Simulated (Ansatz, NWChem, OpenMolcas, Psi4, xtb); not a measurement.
## Redistribution: CBrCl2F + CBrClF2 → CCl3F + CBr2F2

Species: CBrCl2F `FC(Cl)(Cl)Br`, singlet; CBrClF2 `FC(F)(Cl)Br`, singlet; CCl3F `FC(Cl)(Cl)Cl`, singlet; CBr2F2 (dibromodifluoromethane) `FC(F)(Br)Br`, singlet. The partners trade Br for Cl; both sit on C, so the bond types are kept.

Shapes, held fixed at every level: PBE0-D4/def2-TZVP. Programs: Ansatz 0.2.0, NWChem 7.3.0, OpenMolcas 26.06, Psi4 1.11, xtb 6.7.1, xtb 6.7.1 later snapshot. A level may come from different programs for different species; with the same settings they agree closely. The zero-point and thermal change to 298 K, harmonic and unscaled (PBE0-D4/def2-TZVP), is -0.1 kJ/mol.

| level | kind | ΔH(298 K) (kJ/mol) | less CCSD(T)/def2-TZVPP |
| --- | --- | --- | --- |
| GFN0-xTB | semi-empirical | +2.3 | +0.1 |
| SPW92/def2-TZVPP | LDA | +1.4 | -0.8 |
| B3LYP/6-31G* (Cartesian functions) | global hybrid | -0.2 | -2.4 |
| r2SCAN0-D4/def2-TZVPP | global hybrid | +1.8 | -0.4 |
| wB97X-V/def2-TZVPP | range-separated hybrid | +1.6 | -0.6 |
| B2PLYP/def2-TZVPP | double hybrid | +1.8 | -0.4 |
| MP2/def2-SVP | perturbation theory | +3.5 | +1.3 |
| CCSD/def2-SVP | coupled cluster or CI | +3.1 | +0.9 |
| CCSD(T)/def2-TZVPP | coupled cluster or CI | +2.2 | 0.0 |

The highest level, CCSD(T)/def2-TZVPP, gives ΔH(298 K) = +2.2 kJ/mol; the levels span -0.2 to +3.5. That is about zero within the method's error. They disagree on the sign: 8 of 9 are positive. The column of differences is taken from that level and isn't an error. No measured value is set beside it here. Relativity is left out for Br. Outer-core shells of Br are correlated, in sets that cover them unevenly.
